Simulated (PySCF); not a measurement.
PySCF input for Ti(OH)2(NH2)2 (H6N2O2Ti), SMILES [NH2][Ti]([OH])([OH])[NH2], multiplicity 1, PBE-D3(BJ)/def2-SVP. Geometry: PBE-D3(BJ)/def2-SVP. The spin state was assumed, not searched. The structure was generated by enumeration; whether it is a known compound was not checked. One conformer was computed; it need not be the lowest.

```python
import numpy as np
from pyscf import gto, scf, dft, df
from pyscf.hessian import thermo

mol = gto.M(
    atom='''
    Ti    0.02132969   -0.00317937    0.03730782
    O     1.64362322   -0.56330688   -0.55169643
    H     2.07833810   -0.22183279   -1.35203537
    O     0.12455552    0.75136832    1.68577330
    H     0.89787354    0.71428036    2.27500412
    N    -0.67287382    1.29393111   -1.15600846
    H    -0.54105541    2.30275898   -1.02124546
    H    -1.41746179    1.13342996   -1.84106958
    N    -1.14655192   -1.49029840    0.00094576
    H    -0.95507393   -2.36229488   -0.50369926
    H    -1.94132369   -1.62631619    0.63509718
    ''',
    basis='def2-SVP',
    charge=0,
    spin=0,
    max_memory=1600,
    verbose=3,
)
mf = dft.RKS(mol, xc='pbe').density_fit(auxbasis='def2-universal-jkfit')
mf.disp = 'd3bj'
mf.grids.level = 3
mf.conv_tol = 1e-11
mf.max_cycle = 100
mf.kernel()

# analytic Hessian; the response equations are solved on a coarser grid
h, args, fine = mf.Hessian(), (mf.mo_energy, mf.mo_coeff, mf.mo_occ), mf.grids
h.max_memory = max(150, 2.5e-5 * df.make_auxmol(mol, mf.with_df.auxbasis).nao * mol.nelec[0] * (mol.nelec[0] + mol.nao))  # MB; small integral blocks
h1ao = h.make_h1(mf.mo_coeff, mf.mo_occ)
mf.grids = dft.Grids(mol).set(level=1).build(with_non0tab=True)
mo1, mo_e1 = h.solve_mo1(*args, h1ao)
mf.grids = fine
hess = h.hess_elec(*args, mo1, mo_e1, h1ao) + h.hess_nuc()
if mf.do_disp():
    hess += h.get_dispersion()
for i in range(mol.natm):  # the analytic DFT Hessian lacks the response of the grid: restore translational invariance
    hess[i, i] -= hess[i].sum(axis=0)
hess = (hess + hess.transpose(1, 0, 3, 2)) / 2
vib = thermo.harmonic_analysis(mol, hess, imaginary_freq=False)
thermo.dump_normal_mode(mol, vib)
th = thermo.thermo(mf, vib['freq_au'][vib['freq_au'] > 0], 298.15, 101325)
thermo.dump_thermo(mol, th)
g0 = mf.nuc_grad_method().set(verbose=0).kernel()

# dipole derivatives [dipole axis, atom, xyz] from the same response
r, irp = mol.intor('int1e_r'), mol.intor('int1e_irp').reshape(3, 3, mol.nao, mol.nao)
sl, dm0, ok = mol.aoslice_by_atom(), np.array(mf.make_rdm1()), []
dmu = np.einsum('a,xt->xat', mol.atom_charges(), np.eye(3))
for a, (_, _, p0, p1) in enumerate(sl):
    dmu[:, a] += 2 * np.einsum('xtij,ij->xt', irp[:, :, :, p0:p1], dm0.reshape(-1, mol.nao, mol.nao).sum(0)[:, p0:p1])
    for u, c, occ, f in [(mo1, mf.mo_coeff, mf.mo_occ, 4)]:
        dmu[:, a] -= f * np.einsum('tui,xuv,vi->xt', u[a], r, c[:, occ > 0], optimize=True)
L = vib['norm_mode']
ir = 974.8801 * (np.einsum('xat,kat->kx', dmu, L) ** 2).sum(1)       # km/mol
apt = np.einsum('xax->a', dmu) / 3
print('mode   freq/cm-1   IR/(km/mol)')
for k, w in enumerate(vib['freq_wavenumber']):
    print(f'{k + 1:4d} {w:11.2f} {ir[k]:13.3f}')
print('max |gradient| / (hartree/bohr):', abs(g0).max())
print('APT charges:', apt.round(4))
```

Output:

```
[...]
Mode                                 6                   7                   8
Irrep
Freq [cm^-1]                      273.1805            297.1481            357.5624
Reduced mass [au]                   1.1527              1.0595              1.1590
Force const [Dyne/A]                0.0507              0.0551              0.0873
Char temp [K]                     393.0459            427.5300            514.4527
Normal mode                   x     y     z       x     y     z       x     y     z
       0  Ti                 0.01  0.01 -0.00   -0.00 -0.01 -0.00    0.01  0.00  0.00
       1   O                -0.00 -0.07  0.02    0.01  0.02  0.02   -0.04 -0.04 -0.05
       2   H                 0.15 -0.03  0.12   -0.19 -0.37 -0.26    0.39  0.43  0.37
       3   O                -0.02 -0.02 -0.00   -0.03  0.00  0.00   -0.01 -0.01  0.02
       4   H                 0.10  0.37 -0.14    0.05  0.20 -0.10   -0.00  0.20  0.02
       5   N                -0.03  0.01 -0.00    0.01  0.01  0.02   -0.02 -0.01  0.03
       6   H                -0.10  0.02  0.03    0.50 -0.02 -0.17    0.29  0.00 -0.35
       7   H                -0.13 -0.01  0.11   -0.33  0.25  0.33   -0.01 -0.05  0.03
       8   N                 0.02  0.02  0.00    0.01 -0.01 -0.03   -0.01  0.02 -0.02
       9   H                -0.14  0.27 -0.49    0.17 -0.09  0.18    0.22 -0.09  0.26
      10   H                 0.31 -0.33  0.29    0.11 -0.06  0.09    0.03  0.02  0.02
Mode                                 9                  10                  11
Irrep
Freq [cm^-1]                      370.1027            395.1706            461.4218
Reduced mass [au]                   1.2470              1.2890              1.2948
Force const [Dyne/A]                0.1006              0.1186              0.1624
Char temp [K]                     532.4954            568.5625            663.8833
Normal mode                   x     y     z       x     y     z       x     y     z
       0  Ti                -0.00 -0.00  0.01    0.01 -0.00  0.00   -0.01  0.00  0.00
       1   O                 0.00 -0.01  0.00    0.02  0.02 -0.00    0.00  0.02  0.03
       2   H                -0.13  0.25  0.04   -0.02 -0.22 -0.12   -0.01 -0.05 -0.01
       3   O                 0.02  0.01 -0.01    0.00  0.01 -0.02    0.07 -0.05 -0.06
       4   H                -0.10 -0.05  0.13   -0.10 -0.05  0.10   -0.43  0.42  0.60
       5   N                 0.07 -0.01 -0.05   -0.03 -0.00  0.07   -0.02  0.02 -0.01
       6   H                -0.37  0.01  0.27   -0.02  0.02 -0.11    0.04  0.03 -0.08
       7   H                -0.31 -0.09  0.37    0.37 -0.16 -0.33   -0.02  0.02 -0.00
       8   N                -0.06  0.02 -0.05   -0.07  0.02 -0.06   -0.01 -0.02  0.02
       9   H                 0.27 -0.08  0.24    0.08 -0.09  0.17   -0.00  0.04 -0.07
      10   H                 0.16 -0.17  0.18    0.36 -0.17  0.44   -0.10 -0.05 -0.10
Mode                                12                  13                  14
Irrep
Freq [cm^-1]                      494.3599            502.9542            511.5857
Reduced mass [au]                   1.3860              1.3071              1.3123
Force const [Dyne/A]                0.1996              0.1948              0.2024
Char temp [K]                     711.2738            723.6391            736.0579
Normal mode                   x     y     z       x     y     z       x     y     z
       0  Ti                -0.00  0.00  0.01   -0.01  0.00 -0.00    0.00 -0.00 -0.00
       1   O                -0.07  0.03 -0.01    0.04 -0.07  0.04    0.00 -0.00  0.01
       2   H                 0.28 -0.18  0.10   -0.56  0.47 -0.07   -0.10 -0.02 -0.05
       3   O                 0.02  0.02  0.03    0.01 -0.00 -0.01   -0.02  0.01 -0.03
       4   H                -0.05  0.05  0.12   -0.01  0.07  0.02    0.02 -0.07 -0.08
       5   N                 0.03 -0.01 -0.02   -0.05  0.01  0.01    0.05  0.09  0.05
       6   H                -0.06 -0.01  0.08    0.10  0.00 -0.06   -0.21  0.19 -0.53
       7   H                -0.10  0.01  0.11    0.02  0.08 -0.08   -0.04 -0.50  0.27
       8   N                 0.05 -0.06 -0.07    0.05 -0.00 -0.04    0.00 -0.05  0.02
       9   H                -0.48 -0.23  0.05   -0.24 -0.10  0.03   -0.12 -0.04 -0.06
      10   H                 0.20  0.39  0.23    0.14  0.26  0.13   -0.06  0.01 -0.04
Mode                                15                  16                  17
Irrep
Freq [cm^-1]                      655.1507            707.2758            745.0229
Reduced mass [au]                   5.7143              6.2913              6.6177
Force const [Dyne/A]                1.4451              1.8543              2.1642
Char temp [K]                     942.6160           1017.6123           1071.9221
Normal mode                   x     y     z       x     y     z       x     y     z
       0  Ti                 0.02 -0.00  0.01    0.01 -0.08  0.04   -0.08 -0.02 -0.02
       1   O                 0.08 -0.03 -0.03   -0.04  0.03  0.01    0.13 -0.03 -0.05
       2   H                 0.09 -0.01 -0.03    0.01 -0.05  0.00    0.16 -0.11 -0.06
       3   O                 0.00  0.04  0.10   -0.00  0.01 -0.02    0.02  0.03  0.07
       4   H                 0.02  0.03  0.08   -0.01 -0.07 -0.02   -0.03  0.06  0.13
       5   N                -0.06  0.09 -0.09   -0.05  0.11 -0.09    0.03 -0.01  0.02
       6   H                -0.04  0.09 -0.06   -0.10  0.12 -0.12   -0.05  0.01 -0.01
       7   H                -0.06  0.15 -0.11   -0.04  0.11 -0.11    0.01 -0.11  0.06
       8   N                -0.09 -0.10 -0.00    0.06  0.10 -0.01    0.06  0.07  0.00
       9   H                -0.08 -0.12  0.01    0.12  0.10  0.01    0.05  0.07 -0.00
      10   H                -0.08 -0.14  0.00    0.10  0.09  0.03    0.05  0.13  0.00
Mode                                18                  19                  20
Irrep
Freq [cm^-1]                      766.9720           1433.7165           1436.1077
Reduced mass [au]                   7.2062              1.1285              1.1228
Force const [Dyne/A]                2.4975              1.3667              1.3643
Char temp [K]                    1103.5020           2062.7989           2066.2393
Normal mode                   x     y     z       x     y     z       x     y     z
       0  Ti                 0.02 -0.04 -0.08    0.00  0.00 -0.00   -0.00  0.00 -0.00
       1   O                -0.08  0.03  0.05   -0.00  0.00  0.00    0.00 -0.00 -0.00
       2   H                -0.18  0.05  0.01   -0.00 -0.00 -0.00    0.00 -0.00  0.00
       3   O                 0.01  0.06  0.13    0.00  0.00 -0.00   -0.00  0.00  0.00
       4   H                -0.01  0.09  0.17   -0.00 -0.00  0.00   -0.00 -0.00  0.00
       5   N                 0.00 -0.00  0.03    0.02 -0.03  0.02    0.04 -0.05  0.04
       6   H                -0.02  0.00 -0.02   -0.24  0.05 -0.23   -0.41  0.09 -0.40
       7   H                 0.05 -0.07 -0.00   -0.03  0.33 -0.03   -0.04  0.56 -0.05
       8   N                 0.00  0.02  0.02   -0.04 -0.06  0.00    0.02  0.04 -0.00
       9   H                 0.06  0.07 -0.05    0.44  0.23 -0.27   -0.26 -0.14  0.17
      10   H                -0.00 -0.06 -0.01    0.04  0.53  0.20   -0.02 -0.32 -0.12
Mode                                21                  22                  23
Irrep
Freq [cm^-1]                     3454.9841           3456.6274           3558.3421
Reduced mass [au]                   1.0491              1.0499              1.0942
Force const [Dyne/A]                7.3784              7.3913              8.1630
Char temp [K]                    4970.9529           4973.3172           5119.6620
Normal mode                   x     y     z       x     y     z       x     y     z
       0  Ti                -0.00 -0.00  0.00   -0.00 -0.00 -0.00   -0.00  0.00  0.00
       1   O                -0.00 -0.00  0.00   -0.00  0.00 -0.00   -0.00 -0.00 -0.00
       2   H                -0.00 -0.00  0.00   -0.00 -0.00  0.00   -0.00 -0.00  0.00
       3   O                 0.00 -0.00  0.00    0.00 -0.00 -0.00   -0.00  0.00  0.00
       4   H                -0.00 -0.00 -0.00   -0.00  0.00 -0.00    0.00  0.00  0.00
       5   N                -0.01  0.03 -0.01    0.02 -0.04  0.02   -0.00 -0.00 -0.00
       6   H                -0.07 -0.43 -0.07    0.10  0.61  0.09    0.00  0.00  0.00
       7   H                 0.25  0.07  0.24   -0.35 -0.10 -0.33    0.00  0.00  0.00
       8   N                 0.02  0.04 -0.01    0.02  0.03 -0.00   -0.05  0.04  0.05
       9   H                 0.12 -0.45 -0.28    0.08 -0.32 -0.20    0.12 -0.59 -0.34
      10   H                -0.44 -0.05  0.36   -0.32 -0.04  0.26    0.51  0.09 -0.40
Mode                                24                  25                  26
Irrep
Freq [cm^-1]                     3560.3295           3771.2503           3774.9521
Reduced mass [au]                   1.0936              1.0670              1.0675
Force const [Dyne/A]                8.1677              8.9409              8.9628
Char temp [K]                    5122.5215           5425.9896           5431.3156
Normal mode                   x     y     z       x     y     z       x     y     z
       0  Ti                 0.00  0.00  0.00   -0.00  0.00  0.00   -0.00  0.00 -0.00
       1   O                -0.00  0.00 -0.00    0.01  0.01 -0.02    0.03  0.02 -0.05
       2   H                -0.00 -0.00  0.00   -0.17 -0.13  0.30   -0.41 -0.31  0.73
       3   O                -0.00 -0.00  0.00   -0.04  0.00 -0.04    0.02 -0.00  0.01
       4   H                 0.00 -0.00  0.00    0.70 -0.03  0.55   -0.29  0.01 -0.23
       5   N                 0.04  0.05  0.04    0.00 -0.00  0.00   -0.00  0.00 -0.00
       6   H                -0.07 -0.58 -0.07    0.00  0.00  0.00   -0.00 -0.00 -0.00
       7   H                -0.55 -0.11 -0.50   -0.00 -0.00  0.00    0.00  0.00  0.00
       8   N                 0.00  0.00 -0.00    0.00  0.00 -0.00   -0.00 -0.00 -0.00
       9   H                 0.00 -0.00 -0.00    0.00 -0.00  0.00   -0.00  0.00  0.00
      10   H                -0.00 -0.00  0.00   -0.00  0.00  0.00    0.00 -0.00 -0.00
temperature 298.1500 [K]
pressure 101325.00 [Pa]
Rotational constants [GHz] 3.15430 3.06244 3.03565
Symmetry number 1
Zero-point energy (ZPE) 0.07313 [Eh]   191994.798 [J/mol]
                           tot       elec      trans        rot        vib
Entropy [J/mol/K]       379.729      0.000    167.806    112.117     99.806
Cv [J/mol/K]            140.237      0.000     12.472     12.472    115.294
Cp [J/mol/K]            148.552      0.000     20.786     12.472    115.294
Internal energy [J/mol]                      3718.434   3718.434 209723.581
Internal energy [Eh]   -1112.31640  -1112.39911
Enthalpy [J/mol]                             6197.391   3718.434 209723.581
Enthalpy [Eh]          -1112.31545
Gibbs free energy [J/mol]                  -43834.037 -29709.361 179966.518
Gibbs free energy [Eh] -1112.35857
mode   freq/cm-1   IR/(km/mol)
   1      158.25         0.954
   2      164.47         7.516
   3      174.81        24.665
   4      182.03         5.693
   5      189.61        11.268
   6      245.63        23.859
   7      273.18        18.786
   8      297.15        14.433
   9      357.56       127.040
  10      370.10       230.269
  11      395.17        88.753
  12      461.42        90.384
  13      494.36        19.745
  14      502.95       106.488
  15      511.59        21.937
  16      655.15         3.169
  17      707.28       207.695
  18      745.02       181.534
  19      766.97       180.367
  20     1433.72        29.641
  21     1436.11        15.444
  22     3454.98        51.922
  23     3456.63        21.343
  24     3558.34        13.813
  25     3560.33        12.848
  26     3771.25       139.625
  27     3774.95       114.047
max |gradient| / (hartree/bohr): 8.107048547333985e-05
APT charges: [ 1.8949 -0.8164  0.2957 -0.8301  0.301  -0.7206  0.1484  0.1491 -0.7323
  0.1543  0.1561]
```

Self-consistency was reached.
